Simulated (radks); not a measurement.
The numbers below are computed, except where a source is named.
Species: Tc V. Configuration: [Kr] 4d1 4f2 (not the ground configuration). Level of theory: scalar-relativistic Kohn-Sham, MS2 meta-GGA, spin-polarised, spherical densities, finite nucleus; open shells are filled with parallel spins first (spin-orbit coupling, left out, can overturn this in heavy ions); meta-GGA in the generalised Kohn-Sham scheme; Fermi nuclear charge, rms radius 4.4112 fm (a radial shooting solver on a logarithmic mesh with Libxc functionals).

Normalised radial functions P(r) = r R(r), r in bohr:

r	4p up	4d up
0.00117	0.0007	0.0000
0.001547	0.0012	0.0000
0.002064	0.0020	0.0000
0.002731	0.0033	0.0000
0.003613	0.0055	0.0000
0.004781	0.0091	0.0001
0.006377	0.0152	0.0002
0.008437	0.0248	0.0004
0.01116	0.0400	0.0009
0.01477	0.0635	0.0019
0.0197	0.0996	0.0042
0.02607	0.1491	0.0088
0.03449	0.2132	0.0179
0.046	0.2880	0.0362
0.06086	0.3505	0.0686
0.08053	0.3682	0.1227
0.1066	0.2953	0.2041
0.1421	0.0898	0.3125
0.188	-0.2138	0.4180
0.2488	-0.4958	0.4712
0.3292	-0.5627	0.4045
0.4391	-0.2633	0.1637
0.5809	0.3164	-0.2185
0.7686	0.8753	-0.6294
1.017	1.0882	-0.8992
1.356	0.8619	-0.8960
1.795	0.4563	-0.6589
2.375	0.1552	-0.3502
3.167	0.0292	-0.1211
4.191	0.0028	-0.0253
5.545	0.0001	-0.0027
7.337	0.0000	-0.0001

4p up: eigenvalue -101.50 eV, 2 radial nodes at r = 0.155, 0.504 bohr, <r> = 1.12 bohr, 90 % of the charge inside 1.64 bohr. 4d up: eigenvalue -57.972 eV, 1 radial node at r = 0.500 bohr, <r> = 1.37 bohr, 90 % of the charge inside 2.07 bohr.
